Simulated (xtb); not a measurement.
xtb input (GFN1-xTB):

```bash
xtb mol.xyz --gfn 1 --sp --chrg -1 --uhf 0
```
mol.xyz:
```
3

S      0.99284409    -0.46476956     0.00704070
S     -0.88384757     0.49897825    -0.00585391
H     -1.74394422    -0.54733919    -0.01898866
```

Output:

```
           -------------------------------------------------
          |                Calculation Setup                |
           -------------------------------------------------

           -------------------------------------------------
          |                 G F N 1 - x T B                 |
           -------------------------------------------------

        Reference                      10.1021/acs.jctc.7b00118
      * Hamiltonian:
        H0-scaling (s, p, d)           1.850000    2.250000    2.000000
        zeta-weighting                 0.000000
      * Dispersion:
        s8                             2.400000
        a1                             0.630000
        a2                             5.000000
        s9                             0.000000
      * Repulsion:
        kExp                           1.500000
        rExp                           1.000000
      * Coulomb:
        alpha                          2.000000
        third order                    atomic
        anisotropic                    false
      * Halogen bond correction:
        rad-scale                      1.300000
        damping                        0.440000

          ...................................................
          :                      SETUP                      :
          :.................................................:
          :  # basis functions                  22          :
          :  # atomic orbitals                  20          :
          :  # shells                            8          :
          :  # electrons                        14          :
          :  # halogen bonds                     0          :
          :  max. iterations                   250          :
          :  Hamiltonian                  GFN1-xTB          :
          :  restarted?                      false          :
          :  GBSA solvation                  false          :
          :  PC potential                    false          :
          :  electronic temp.          300.0000000     K    :
          :  accuracy                    1.0000000          :
          :  -> integral cutoff          0.2500000E+02      :
          :  -> integral neglect         0.1000000E-07      :
          :  -> SCF convergence          0.1000000E-05 Eh   :
          :  -> wf. convergence          0.2000000E-04 e    :
          :  Broyden damping             0.4000000          :
          :  net charge                         -1          :
          :  unpaired electrons                  0          :
          ...................................................

 iter      E             dE          RMSdq      gap      omega  full diag
   1     -8.0843537 -0.808435E+01  0.370E+00    3.46       0.0  T
   2     -8.0964913 -0.121375E-01  0.145E+00    3.25       1.0  T
   3     -8.0965030 -0.117014E-04  0.752E-01    3.25       1.0  T
   4     -8.0965030 -0.395916E-07  0.174E-02    3.25       3.3  T
   5     -8.0965035 -0.499846E-06  0.949E-04    3.25      60.8  T
   6     -8.0965035 -0.155734E-08  0.543E-04    3.25     106.4  T
   7     -8.0965035 -0.369127E-11  0.260E-05    3.25    2217.2  T
   8     -8.0965035 -0.144418E-11  0.373E-07    3.25  100000.0  T

   *** convergence criteria satisfied after 8 iterations ***

         #    Occupation            Energy/Eh            Energy/eV
      -------------------------------------------------------------
         1        2.0000           -0.5709536             -15.5364
         2        2.0000           -0.4787822             -13.0283
         3        2.0000           -0.2636469              -7.1742
         4        2.0000           -0.1828126              -4.9746
         5        2.0000           -0.1503152              -4.0903
         6        2.0000           -0.0742605              -2.0207
         7        2.0000           -0.0572287              -1.5573 (HOMO)
         8                          0.0621964               1.6924 (LUMO)
         9                          0.1136474               3.0925
        10                          0.1844388               5.0188
        11                          0.2620971               7.1320
        12                          0.2706969               7.3660
       ...                                ...                  ...
        20                          0.7059278              19.2093
      -------------------------------------------------------------
                  HL-Gap            0.1194250 Eh            3.2497 eV
             Fermi-level            0.0024839 Eh            0.0676 eV

 SCC (total)                   0 d,  0 h,  0 min,  0.005 sec
 SCC setup                      ...        0 min,  0.000 sec (  2.832%)
 Dispersion                     ...        0 min,  0.000 sec (  1.418%)
 classical contributions        ...        0 min,  0.000 sec (  0.833%)
 integral evaluation            ...        0 min,  0.001 sec ( 27.063%)
 iterations                     ...        0 min,  0.002 sec ( 35.970%)
 molecular gradient             ...        0 min,  0.001 sec ( 26.221%)
 printout                       ...        0 min,  0.000 sec (  5.251%)

         :::::::::::::::::::::::::::::::::::::::::::::::::::::
         ::                     SUMMARY                     ::
         :::::::::::::::::::::::::::::::::::::::::::::::::::::
         :: total energy              -8.084809160718 Eh    ::
         :: gradient norm              0.006965642541 Eh/a0 ::
         :: HOMO-LUMO gap              3.249720333370 eV    ::
         ::.................................................::
         :: SCC energy                -8.096503518495 Eh    ::
         :: -> electrostatic           0.183374969664 Eh    ::
         :: repulsion energy           0.012381884934 Eh    ::
         :: dispersion energy         -0.000687527157 Eh    ::
         :: halogen bond corr.         0.000000000000 Eh    ::
         :: add. restraining           0.000000000000 Eh    ::
         :: total charge              -1.000000000000 e     ::
         :::::::::::::::::::::::::::::::::::::::::::::::::::::

           -------------------------------------------------
          |                Property Printout                |
           -------------------------------------------------

    * Orbital Energies and Occupations

         #    Occupation            Energy/Eh            Energy/eV
      -------------------------------------------------------------
         1        2.0000           -0.5709536             -15.5364
         2        2.0000           -0.4787822             -13.0283
         3        2.0000           -0.2636469              -7.1742
         4        2.0000           -0.1828126              -4.9746
         5        2.0000           -0.1503152              -4.0903
         6        2.0000           -0.0742605              -2.0207
         7        2.0000           -0.0572287              -1.5573 (HOMO)
         8                          0.0621964               1.6924 (LUMO)
         9                          0.1136474               3.0925
        10                          0.1844388               5.0188
        11                          0.2620971               7.1320
        12                          0.2706969               7.3660
        13                          0.2720012               7.4015
        14                          0.3074611               8.3664
        15                          0.3409565               9.2779
        16                          0.3410030               9.2792
        17                          0.3649095               9.9297
        18                          0.3651526               9.9363
       ...                                ...                  ...
        20                          0.7059278              19.2093
Note: The following floating-point exceptions are signalling: IEEE_DENORMAL
normal termination of xtb
      -------------------------------------------------------------
                  HL-Gap            0.1194250 Eh            3.2497 eV
             Fermi-level            0.0024839 Eh            0.0676 eV

  Mulliken/CM5 charges         n(s)   n(p)   n(d)
     1S    -0.69328 -0.69533   1.970  4.714  0.009
     2S    -0.30847 -0.37142   1.928  4.324  0.057
     3H     0.00175  0.06675   0.998  0.000  0.000

Wiberg/Mayer (AO) data.
largest (>0.10) Wiberg bond orders for each atom

 ---------------------------------------------------------------------------
     #   Z sym  total        # sym  WBO       # sym  WBO       # sym  WBO
 ---------------------------------------------------------------------------
     1  16 S    1.133 --     2 S    1.100
     2  16 S    2.090 --     1 S    1.100     3 H    0.990
     3   1 H    1.024 --     2 S    0.990
 ---------------------------------------------------------------------------

Topologies differ in total number of bonds
Writing topology from bond orders to xtbtopo.mol

 dipole moment from electron density (au)
     X       Y       Z
  -0.9782   0.2017  -0.0082  total (Debye):    2.539

           -------------------------------------------------
          | TOTAL ENERGY               -8.084809160718 Eh   |
          | GRADIENT NORM               0.006965642541 Eh/α |
          | HOMO-LUMO GAP               3.249720333370 eV   |
           -------------------------------------------------

------------------------------------------------------------------------
------------------------------------------------------------------------
 total:
 SCF:
```
